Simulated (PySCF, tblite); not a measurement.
Isomers of C5H3ClO3S2, one GFN2-xTB conformer each. Single-point energies are computed at PBE0/pcSseg-1 (PySCF, gas phase, no added dispersion term), electronic only.

| SMILES | GFN2-xTB relative energy (kcal/mol) |
| --- | --- |
| O=Cc1ccsc1S(=O)(=O)Cl | 0.1 |
| O=Cc1ccc(S(=O)(=O)Cl)s1 | 0.0 |

Conformers: `[O:1]=[CH:2][c:3]1[cH:4][cH:5][s:6][c:7]1[S:8](=[O:9])(=[O:10])[Cl:11]` with O1–C2–C3–C4 -3°, S6–C7–S8–O9 -152°; `[O:1]=[CH:2][c:3]1[cH:4][cH:5][c:6]([S:7](=[O:8])(=[O:9])[Cl:10])[s:11]1` with O1–C2–C3–C4 0°, C5–C6–S7–O8 22°.

Problem. What does PBE0/pcSseg-1 give for the same structures?

Solution. 
```json
{"SMILES": "O=Cc1ccc(S(=O)(=O)Cl)s1", "PBE0/pcSseg-1 E (Eh)": "-1673.51600", "PBE0/pcSseg-1 (kcal/mol)": "0.0", "GFN2-xTB (kcal/mol)": "0.0", "point group": "C1"}
{"SMILES": "O=Cc1ccsc1S(=O)(=O)Cl", "PBE0/pcSseg-1 E (Eh)": "-1673.51318", "PBE0/pcSseg-1 (kcal/mol)": "1.8", "GFN2-xTB (kcal/mol)": "0.1", "point group": "C1"}
```

Both levels put the same isomer lowest. Neighbours under 2.5 kcal/mol apart (O=Cc1ccc(S(=O)(=O)Cl)s1 and O=Cc1ccsc1S(=O)(=O)Cl) can change places with a better method, another conformer or zero-point energy.

Problem. Which frontier levels, dipoles and rotational constants go with these structures?

Solution. 
```csv
SMILES,"HOMO (eV, PBE0/pcSseg-1)",LUMO (eV),dipole (D),"A, B, C (MHz)"
O=Cc1ccc(S(=O)(=O)Cl)s1,-8.38,-3.22,1.79,"1857, 404.6, 395.6"
O=Cc1ccsc1S(=O)(=O)Cl,-8.10,-3.07,4.28,"1003, 691.2, 505.2"
```

Problem. What happens when harmonic zero-point energies from GFN2-xTB frequencies are added?

Solution. 
```
                 SMILES  ZPE (kcal/mol)  electronic (kcal/mol)  with ZPE (kcal/mol)
O=Cc1ccc(S(=O)(=O)Cl)s1            46.5                    0.0                  0.0
  O=Cc1ccsc1S(=O)(=O)Cl            46.6                    1.8                  1.9
```

The zero-point energies span 0.1 kcal/mol. The order is unchanged.
